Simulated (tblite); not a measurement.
Compound: C7H18BP.
Atom-mapped SMILES: `[BH3-:1][P@+:2]([CH3:3])([CH:4]=[CH2:5])[CH2:6][CH:7]([CH3:8])[CH3:9]` (hydrogens: H10, H11, H12 on B1; H13, H14, H15 on C3; H16 on C4; H17, H18 on C5; H19, H20 on C6; H21 on C7; H22, H23, H24 on C8; H25, H26, H27 on C9)
Bond orders are those of one Lewis drawing.

Computed with GFN2-xTB (tblite), gas phase: L-BFGS steps from a force-field or distance-geometry start until the largest atomic force falls under 0.01 eV/Å.

Geometry at step 27:
```
atom  x, y, z in Å
B1     -1.2960   -0.0984   -2.2671
P2     -1.0556   -0.0544   -0.3514
C3     -1.5988   -1.5590    0.5474
C4     -2.1515    1.2222    0.3450
C5     -2.5197    1.3320    1.6101
C6      0.4893    0.4222    0.5664
C7      1.7609   -0.3724    0.2608
C8      2.0050   -0.4302   -1.2446
C9      2.9542    0.2786    0.9961
H10    -2.4827    0.0308   -2.3890
H11    -0.6823    0.8248   -2.7132
H12    -0.8994   -1.1489   -2.6761
H13    -2.6826   -1.5918    0.4899
H14    -1.2838   -1.5498    1.5870
H15    -1.2031   -2.4414    0.0536
H16    -2.5173    1.9282   -0.3876
H17    -3.1729    2.1212    1.9496
H18    -2.1857    0.6376    2.3631
H19     0.6628    1.4744    0.3230
H20     0.2613    0.3573    1.6361
H21     1.6232   -1.3941    0.6303
H22     1.2090   -0.9732   -1.7515
H23     2.9526   -0.9175   -1.4661
H24     2.0300    0.5821   -1.6401
H25     3.4181   -0.4154    1.6940
H26     2.6367    1.1531    1.5617
H27     3.7086    0.6084    0.2849
```

**Question.** What forces act on the atoms?

**Answer.** 
```json
{"atom": "B1", "Fx (eV/Å)": "0.006", "Fy (eV/Å)": "0.022", "Fz (eV/Å)": "-0.194"}
{"atom": "P2", "Fx (eV/Å)": "0.016", "Fy (eV/Å)": "0.089", "Fz (eV/Å)": "0.042"}
{"atom": "C3", "Fx (eV/Å)": "-0.030", "Fy (eV/Å)": "-0.034", "Fz (eV/Å)": "0.004"}
{"atom": "C4", "Fx (eV/Å)": "-0.025", "Fy (eV/Å)": "0.069", "Fz (eV/Å)": "-0.006"}
{"atom": "C5", "Fx (eV/Å)": "0.015", "Fy (eV/Å)": "-0.033", "Fz (eV/Å)": "0.011"}
{"atom": "C6", "Fx (eV/Å)": "0.070", "Fy (eV/Å)": "0.008", "Fz (eV/Å)": "-0.027"}
{"atom": "C7", "Fx (eV/Å)": "-0.015", "Fy (eV/Å)": "-0.021", "Fz (eV/Å)": "0.008"}
{"atom": "C8", "Fx (eV/Å)": "0.030", "Fy (eV/Å)": "0.043", "Fz (eV/Å)": "0.060"}
{"atom": "C9", "Fx (eV/Å)": "-0.066", "Fy (eV/Å)": "-0.044", "Fz (eV/Å)": "-0.030"}
{"atom": "H10", "Fx (eV/Å)": "0.081", "Fy (eV/Å)": "-0.045", "Fz (eV/Å)": "0.054"}
{"atom": "H11", "Fx (eV/Å)": "-0.075", "Fy (eV/Å)": "0.001", "Fz (eV/Å)": "0.081"}
{"atom": "H12", "Fx (eV/Å)": "-0.044", "Fy (eV/Å)": "0.031", "Fz (eV/Å)": "0.102"}
{"atom": "H13", "Fx (eV/Å)": "-0.110", "Fy (eV/Å)": "-0.073", "Fz (eV/Å)": "0.009"}
{"atom": "H14", "Fx (eV/Å)": "0.005", "Fy (eV/Å)": "-0.017", "Fz (eV/Å)": "0.054"}
{"atom": "H15", "Fx (eV/Å)": "0.078", "Fy (eV/Å)": "-0.044", "Fz (eV/Å)": "-0.041"}
{"atom": "H16", "Fx (eV/Å)": "0.024", "Fy (eV/Å)": "0.041", "Fz (eV/Å)": "-0.081"}
{"atom": "H17", "Fx (eV/Å)": "-0.001", "Fy (eV/Å)": "-0.034", "Fz (eV/Å)": "-0.006"}
{"atom": "H18", "Fx (eV/Å)": "-0.017", "Fy (eV/Å)": "-0.003", "Fz (eV/Å)": "0.056"}
{"atom": "H19", "Fx (eV/Å)": "-0.023", "Fy (eV/Å)": "0.041", "Fz (eV/Å)": "-0.051"}
{"atom": "H20", "Fx (eV/Å)": "0.005", "Fy (eV/Å)": "0.059", "Fz (eV/Å)": "-0.036"}
{"atom": "H21", "Fx (eV/Å)": "0.025", "Fy (eV/Å)": "-0.016", "Fz (eV/Å)": "-0.007"}
{"atom": "H22", "Fx (eV/Å)": "0.036", "Fy (eV/Å)": "0.044", "Fz (eV/Å)": "0.078"}
{"atom": "H23", "Fx (eV/Å)": "-0.011", "Fy (eV/Å)": "-0.006", "Fz (eV/Å)": "0.031"}
{"atom": "H24", "Fx (eV/Å)": "0.031", "Fy (eV/Å)": "0.003", "Fz (eV/Å)": "-0.086"}
{"atom": "H25", "Fx (eV/Å)": "0.007", "Fy (eV/Å)": "0.013", "Fz (eV/Å)": "-0.065"}
{"atom": "H26", "Fx (eV/Å)": "0.004", "Fy (eV/Å)": "-0.042", "Fz (eV/Å)": "0.001"}
{"atom": "H27", "Fx (eV/Å)": "-0.015", "Fy (eV/Å)": "-0.052", "Fz (eV/Å)": "0.039"}
```

The largest, 0.20 eV/Å, acts on B1; the rms over all components is 0.049 eV/Å. The forces sum to zero within rounding, as they must for an isolated molecule in no field.

**Question.** Give the force on B1 in Eh/bohr and in nN.

**Answer.** 0.195 eV/Å ÷ 51.422 = 0.00380 Eh/bohr, and 0.195 eV/Å × 1.602 = 0.31 nN.

**Question.** How far is this geometry from the end of the optimisation?

**Answer.** 0.241 eV above it, and 0.593 Å rms away after alignment. The bonds farthest from their final lengths, with half the difference of the two atoms' forces along the bond (positive lengthens):

| bond | now (Å) | final (Å) | force along bond (eV/Å) |
| --- | --- | --- | --- |
| C7–C9 | 1.545 | 1.529 | -0.03 |
| P2–C4 | 1.821 | 1.809 | 0.00 |
| B1–H10 | 1.200 | 1.194 | -0.05 |
| B1–H11 | 1.195 | 1.190 | -0.08 |
| B1–P2 | 1.931 | 1.935 | +0.12 |
| C4–H16 | 1.081 | 1.085 | +0.01 |

The angle farthest from its final value is B1–P2–C6, 126.8° against 123.8°.

Of the 2 listed bonds off by 0.010 Å or more, this force points towards the final length in 1.
